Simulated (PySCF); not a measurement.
How methods differ on the interval between two levels of Hf²⁺

Hf²⁺ [Xe] 4f14 5d2 [3F4, M_J = 4] → Hf²⁺ [Xe] 4f14 5d1 6p1 [3F4, M_J = 4], as a difference of total energies. Computed with PySCF 2.14 in x2c-SVPall-2c with one added diffuse shell each of s, d type (8s9p10d2f, 99 functions), with the two-component X2C-1e Hamiltonian. Correlated levels: [Kr] 4d10 4f14 frozen; the 32 highest virtual spinors dropped. "Screened" scales the spin-orbit matrix elements by Boettger's factors to mimic the two-electron term; Breit and QED terms are absent.

```tsv
method	interval between two levels (cm⁻¹)
GHF (spin-free)	56269
GMP2 (spin-free)	55696
GHF (screened spin-orbit)	56587
GMP2 (screened spin-orbit)	56052
```

The labels give the starting determinants; with spin-orbit coupling the two ends relaxed to ⟨J²⟩ = 20.01, ⟨L²⟩ = 12.32, ⟨S²⟩ = 2.03 and ⟨J²⟩ = 20.00, ⟨L²⟩ = 12.09, ⟨S²⟩ = 2.09.
